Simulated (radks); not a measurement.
Values are calculated unless marked as measured or tabulated.
Task: All-electron atom: Ga XII in [Ar] 3d2. Code: a radial shooting solver on a logarithmic mesh with Libxc functionals. Model: Dirac Kohn-Sham, PBE, spin-unpolarised, spherical densities, point nucleus; open shells fill j = l - 1/2 first. Some entries of the table are withheld. Estimate them.

| orbital | occ. | eigenvalue (eV) | <r^2> (bohr^2) | <r> (bohr) |
|---|---|---|---|---|
| 1s1/2 | 2 | -10544.67 | (1) | 0.04861 |
| 2s1/2 | 2 | -1585.504 | 0.05557 | 0.2170 |
| 2p1/2 | 2 | (2) | 0.04330 | (3) |
| 2p3/2 | 4 | (4) | 0.04478 | (5) |
| 3s1/2 | 2 | -428.8299 | (6) | 0.5952 |
| 3p1/2 | 2 | -380.9612 | 0.4056 | 0.5921 |
| 3p3/2 | 4 | -376.2067 | 0.4148 | 0.5989 |
| 3d3/2 | 2 | -297.9013 | 0.3826 | 0.5691 |
| 3d5/2 | 0 | -297.0703 | 0.3851 | 0.5711 |

Result: 
(1) 1s1/2 <r^2> (bohr^2): 0.003180
(2) 2p1/2 eigenvalue (eV): -1440.789
(3) 2p1/2 <r> (bohr): 0.1879
(4) 2p3/2 eigenvalue (eV): -1413.112
(5) 2p3/2 <r> (bohr): 0.1913
(6) 3s1/2 <r^2> (bohr^2): 0.4041
